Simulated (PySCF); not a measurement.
# [OsOF3]+: from a saddle point downhill

PySCF 2.14.0, UKS B3LYP, Os def2-SVP with ECP60, O def2-SVP, F def2-SVP; non-relativistic Hamiltonian with scalar-relativistic core potentials where named; density fitting; no spin-orbit coupling. Relaxed within the symmetry of its start, the geometry (C3v) is

```xyz
5

Os    0.0430    0.0430    0.0430
O     0.9977    0.9977    0.9977
F    -1.0936   -1.0936    0.9124
F     0.9124   -1.0936   -1.0936
F    -1.0936    0.9124   -1.0936
```

and its lowest harmonic modes are -59, -59, 184, 254, 254, 734 cm⁻¹ (negative: unstable). It was moved along the lowest mode and relaxed again.

Task: Where does it end, and how much lower?

Result: In Cs, 0.026 eV lower, after 9 steps:
```xyz
5

Os    0.0683    0.0401   -0.0352
O     1.0133    0.9816    0.9439
F    -1.1045   -1.1242    0.7482
F     1.0164   -1.2823   -0.8556
F    -1.2472    0.9945   -0.8594
```

Task: How do the contacts change?

Result: 
| contact | saddle (Å) | end (Å) |
| --- | --- | --- |
| Os1–O2 (O) | 1.654 | 1.655 |
| Os1–F3 (F) | 1.827 | 1.829 |
| Os1–F4 (F) | 1.827 | 1.822 |
| Os1–F5 (F) | 1.827 | 1.822 |


Task: Is the end a minimum?

Result: Yes; lowest modes 97, 166, 197, 238, 276, 721 cm⁻¹.

Open shells may have lower solutions than the one found.

State: triplet.
